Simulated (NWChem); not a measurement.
**Correlation energy of disilazane (H7NSi2)**

```xyz
10

Si    -0.1137    -0.0715    -1.5845
N      0.5292     0.3225     0.0000
Si    -0.1137    -0.0715     1.5845
H      1.0065    -0.4447    -2.5204
H     -1.0492    -1.2341    -1.4115
H     -0.8749     1.0597    -2.2339
H      1.3147     0.9828     0.0000
H     -0.8749     1.0597     2.2339
H      1.0065    -0.4447     2.5204
H     -1.0492    -1.2341     1.4115
```
Charge 0, spin multiplicity 1.

Everything below was run with NWChem. Structure: optimised with PBE/def2-SVP, a minimum by its harmonic frequencies.

Basis set: cc-pVDZ. Each correlation energy counts from its own Hartree-Fock reference.

The correlated methods keep 11 core orbitals frozen. Coupled-cluster values serve here as a point of comparison, not as the truth.

```
method        correlation energy (mHa)
------------  ------------------------
RI-MP2                          -380.7
MP2                             -380.9
SCS-MP2                            ___
CR-CCSD[T]                         ___
CR-CCSD(T)                      -442.5
CCSD                            -434.5
CCSD+T(CCSD)                    -445.3
CCSD(T)                            ___
```

Task: Fill in the missing entries.

Result: 
- SCS-MP2, correlation energy (mHa): -393.7
- CR-CCSD[T], correlation energy (mHa): -442.8
- CCSD(T), correlation energy (mHa): -445.0
